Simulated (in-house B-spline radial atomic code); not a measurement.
## Binding energies in Br

NIST's tabulated ground configuration is [Ar] 3d10 4s2 4p5; each binding energy is the energy of the ion with one electron taken from that subshell, relaxed, less that of the parent. All numbers are computed (Dirac-Kohn-Sham PBE0, spherical fractional occupations; Fermi nucleus of rms radius 4.1629 fm) with a B-spline radial code for spherical atoms, not measured. Energies include first-order Breit, QED and recoil terms.

Caution: exact exchange at fractional occupations of open shells leaves self-interaction of up to several eV.

```json
{"subshell": "1s", "X-ray name": "K", "binding energy (eV)": "13537.9", "-ε (eV)": "13376.4", "relaxation (eV)": "-187.8"}
{"subshell": "2s", "X-ray name": "L1", "binding energy (eV)": "1780.7", "-ε (eV)": "1756.2", "relaxation (eV)": "-27.1"}
{"subshell": "2p1/2", "X-ray name": "L2", "binding energy (eV)": "1611.5", "-ε (eV)": "1579.8", "relaxation (eV)": "-34.2"}
{"subshell": "2p3/2", "X-ray name": "L3", "binding energy (eV)": "1567.9", "-ε (eV)": "1532.2", "relaxation (eV)": "-37.3"}
{"subshell": "3s", "X-ray name": "M1", "binding energy (eV)": "257.8", "-ε (eV)": "248.3", "relaxation (eV)": "-9.8"}
{"subshell": "3p1/2", "X-ray name": "M2", "binding energy (eV)": "196", "-ε (eV)": "186.5", "relaxation (eV)": "-9.7"}
{"subshell": "3p3/2", "X-ray name": "M3", "binding energy (eV)": "190.3", "-ε (eV)": "179.6", "relaxation (eV)": "-10.8"}
{"subshell": "3d3/2", "X-ray name": "M4", "binding energy (eV)": "83.16", "-ε (eV)": "72.54", "relaxation (eV)": "-10.61"}
{"subshell": "3d5/2", "X-ray name": "M5", "binding energy (eV)": "82.51", "-ε (eV)": "71.43", "relaxation (eV)": "-11.02"}
{"subshell": "4s", "X-ray name": "N1", "binding energy (eV)": "27.07", "-ε (eV)": "22.40", "relaxation (eV)": "-4.69"}
{"subshell": "4p", "X-ray name": "N2,3", "binding energy (eV)": "13.37", "-ε (eV)": "8.84", "relaxation (eV)": "-4.53"}
```

Relaxation = -ε minus the binding energy without Breit, QED and recoil terms. With a density functional, K lines can miss by some tenths of a per cent, more in light atoms. For a density functional the relaxation so defined is negative, because -ε of a Kohn-Sham level is smaller than the binding energy.

Emission lines follow as differences of binding energies, with λ = 12398.42 eV·Å / E:

```tsv
line	holes	energy (eV)	wavelength (Å)
K-L3	1s → 2p3/2	11970.0	1.0358
K-L2	1s → 2p1/2	11926.4	1.0396
K-M3	1s → 3p3/2	13347.6	0.92889
L3-M5	2p3/2 → 3d5/2	1485.4	8.3469
L2-M4	2p1/2 → 3d3/2	1528.3	8.1123
L1-M3	2s → 3p3/2	1590.4	7.7958
L3-M1	2p3/2 → 3s	1310.1	9.4637
```

What screening constant σ does Moseley's law, E = (3/4)·13.6057 eV·(Z - σ)², need for K-L3?

σ = 0.75.

What does it cost to remove both a 3d3/2 and a 4s electron?

124.18 eV, which is 13.96 eV more than the two single binding energies together.

What does it cost to remove both a 2s and a 3s electron?

2069.1 eV, which is 30.6 eV more than the two single binding energies together.

What does it cost to remove both a 3p1/2 and a 4p electron?

221.75 eV, which is 12.4 eV more than the two single binding energies together.
